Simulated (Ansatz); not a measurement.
`C=CC[SiH2]Cl` + H₂ → `C=CC[SiH3]` + HCl at 400 K and 1 bar (hydrogenolysis of the Si–Cl bond).

Isolated molecules relaxed with PBE0-D4/def2-TZVP in Ansatz; ΔE leaves out vibrations. CCSD(T)/CBS adds triple-zeta CCSD(T) − MP2 to the extrapolated MP2 energy (def2 sets, frozen cores). This one scheme is used for every species. Each species was taken in one conformer, which may not be the lowest.

```
       species  CCSD(T)/CBS energy (Eh)  H − E (kJ/mol)  S (J/(mol·K))
`C=CC[SiH2]Cl`               -867.26144           267.7          389.6
            H₂                 -1.17544            38.0          139.0
  `C=CC[SiH3]`               -408.02402           279.1          352.1
           HCl               -460.38127            29.6          195.4
```

H − E and S are ideal-gas, rigid-rotor, harmonic terms from PBE0-D4/def2-TZVP, for one conformer and one mirror image of each species. For small species the MP2-based limit differs from directly extrapolated CCSD(T) by up to some mEh (0.8 for H₂); such offsets cancel only in part. 1 Eh = 2625.50 kJ/mol, R = 8.31446 J/(mol·K).

Task: By hand: ΔE, ΔH, ΔS and ΔG.

Result: ΔE = (-408.02402) + (-460.38127) − (-867.26144) − (-1.17544) = 0.03159 Eh = 82.9 kJ/mol. Δ(H − E) = 279.1 + 29.6 − 267.7 − 38.0 = 3.0, so ΔH = 85.9 kJ/mol. ΔS = 352.1 + 195.4 − 389.6 − 139.0 = 18.9 J/(mol·K). ΔG = 85.9 − 400 × (18.9)/1000 = 78.3 kJ/mol.

Task: By hand: the equilibrium constant, and the temperature at which ΔG would vanish if ΔH and ΔS stayed fixed.

Result: log₁₀ K = −ΔG/(RT ln 10) = -10.2. ΔG = 0 at ΔH/ΔS = 4545 K, far beyond where these terms or the molecules hold.

ΔH outweighs TΔS. A doubt of 5 kJ/mol in ΔE shifts log₁₀ K by 0.7 here. Other conformers and mirror images would add mixing entropy, several J/(mol·K) or more a flexible species. Modes under 60 cm⁻¹, often nearly free rotors, make the harmonic entropy too high. These are equilibria of isolated gas molecules and say nothing of rates. Largest T1 diagnostic: 0.011 (customary marks: 0.02 for closed shells, 0.045 for open ones).
